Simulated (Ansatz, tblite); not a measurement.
Isomers of Si$_{3}$Sn⁻ (doublet), found by a short tight-binding search and relaxed with r2SCAN-D4/def2-SVPD in Ansatz.

In the def2 sets Sn takes a core potential; there is no spin–orbit coupling. The xTB rows come from tblite.

Run but left out: HF/def2-TZVPPD, LC-ωPBE/def2-TZVPD, MP2/def2-TZVPPD, CCSD/def2-TZVPPD, CCSD(T)/def2-TZVPPD (A: ⟨S²⟩ 1.40 to 1.64, where a pure state has 0.75).

A: At r2SCAN-D4/def2-TZVPD, PBE0-D4/def2-TZVPD the charge -1 doublet is spin-contaminated (final ⟨S²⟩ up to 0.99, 0.75 for a pure state). B: At PBE-D4/def2-TZVPD, revPBE-D4/def2-TZVPD the highest occupied level of the charge -1 doublet lies above zero (up to 0.14 eV). By energy differences its removal costs 2.00 eV (vertical, to the charge 0 singlet, at CCSD(T)/def2-TZVPPD).

Other spin states were run for one of them alone.

A:

```xyz
4

Si    2.035   -0.311    0.471
Si    0.931    1.604    0.964
Si   -2.517   -1.048   -1.214
Sn   -0.449   -0.245   -0.221
```

B:

```xyz
4

Si    0.8881    0.6341    0.4900
Si    1.4811   -1.2470   -0.7068
Si   -0.7636   -0.7386   -0.5494
Sn   -1.6056    1.3516    0.7662
```

Q: Estimate which lies lowest at each level, and how far above it the others are (kcal/mol).

A: 
```json
{"level": "GFN2-xTB", "A": "25.5", "B": "0.0"}
{"level": "PBE-D4/def2-TZVPD", "A": "42.6", "B": "0.0"}
{"level": "revPBE-D4/def2-TZVPD", "A": "43.8", "B": "0.0"}
{"level": "r2SCAN-D4/def2-TZVPD", "A": "43.9", "B": "0.0"}
{"level": "PBE0-D4/def2-TZVPD", "A": "44.7", "B": "0.0"}
```
Point groups (tolerance 0.1 Å): A not assigned, B C2v. Lower isomers may exist.
